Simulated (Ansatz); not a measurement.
`C[N](C)[AlH][OH]` + H–F → `C[N](C)[AlH][F]` + H₂O at 600 K and 1 bar (ligand exchange at the Al–O bond).

Gas-phase electronic energies from Ansatz, PBE0-D4/def2-TZVP geometries. CCSD(T)/CBS is the MP2 limit (def2-TZVPP, def2-QZVPP) plus CCSD(T) − MP2 in def2-TZVPP, frozen cores. This one scheme is used for every species. One conformer a species, not always the lowest.

```tsv
species	CCSD(T)/CBS energy (Eh)	H − E (kJ/mol)	S (J/(mol·K))
`C[N](C)[AlH][OH]`	-452.88698	339.1	457.9
H–F	-100.39570	42.3	194.0
`C[N](C)[AlH][F]`	-476.92428	304.7	438.9
H₂O	-76.37941	76.8	212.8
```

H − E and S are ideal-gas, rigid-rotor, harmonic terms from PBE0-D4/def2-TZVP, for one conformer and one mirror image of each species. 1 Eh = 2625.50 kJ/mol, R = 8.31446 J/(mol·K).

Problem. By hand: ΔE, ΔH, ΔS and ΔG.

Solution. ΔE = (-476.92428) + (-76.37941) − (-452.88698) − (-100.39570) = -0.02101 Eh = -55.2 kJ/mol. Δ(H − E) = 304.7 + 76.8 − 339.1 − 42.3 = 0.1, so ΔH = -55.1 kJ/mol. ΔS = 438.9 + 212.8 − 457.9 − 194.0 = -0.2 J/(mol·K). ΔG = -55.1 − 600 × (-0.2)/1000 = -55.0 kJ/mol.

Problem. By hand: the equilibrium constant, and the temperature at which ΔG would vanish if ΔH and ΔS stayed fixed.

Solution. log₁₀ K = −ΔG/(RT ln 10) = 4.8. ΔG = 0 at ΔH/ΔS = 275500 K, far beyond where these terms or the molecules hold.

The number of gas molecules stays the same, so ΔS is small and ΔH decides. A doubt of 5 kJ/mol in ΔE shifts log₁₀ K by 0.4 here. Other conformers and mirror images would add mixing entropy, several J/(mol·K) or more a flexible species. These are equilibria of isolated gas molecules and say nothing of rates. Largest T1 diagnostic: 0.012 (customary marks: 0.02 for closed shells, 0.045 for open ones).
